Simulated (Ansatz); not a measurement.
**Worked example: SiH(CH3)(OH)2 + BH(CH3)(SiH3) → SiH(CH3)(OH)(SiH3) + BH(CH3)(OH)**

Gas-phase species: SiH(CH3)(OH)2, singlet; BH(CH3)(SiH3), singlet; SiH(CH3)(OH)(SiH3), singlet; BH(CH3)(OH), singlet. The partners trade OH for SiH3: Si–OH and B–SiH3 bonds give way to Si–SiH3 and B–OH.

Shapes, held fixed at every level: PBE0-D4/def2-TZVP. Flexible molecules stand in one conformer, not always the lowest. Programs: Ansatz 0.2.0. The zero-point and thermal change to 298 K, harmonic and unscaled (PBE0-D4/def2-TZVP), is +4.6 kJ/mol.

At CCSD(T)/CBS estimate; 1 Eh = 2625.50 kJ/mol:

```
           species  energy (Eh)
     SiH(CH3)(OH)2  -481.210218
     BH(CH3)(SiH3)  -356.105701
SiH(CH3)(OH)(SiH3)  -696.247023
       BH(CH3)(OH)  -141.084889
```

Problem. Work out ΔH(298 K) of the reaction at this level.

Solution. 
1. Products less reactants: (-696.247023) + (-141.084889) − [(-481.210218) + (-356.105701)] = -0.015993 Eh = -42.0 kJ/mol.
2. With the thermal change: -42.0 + (+4.6) = -37.4 kJ/mol.

Other levels give -46.9 (PBE0-D4/def2-TZVPP) to -36.9 kJ/mol (CCSD/def2-TZVPP). No measured value is set beside it here. The CBS estimate extrapolates MP2 from def2-TZVPP and def2-QZVPP and adds CCSD(T) − MP2 in the triple-zeta set, cores frozen.
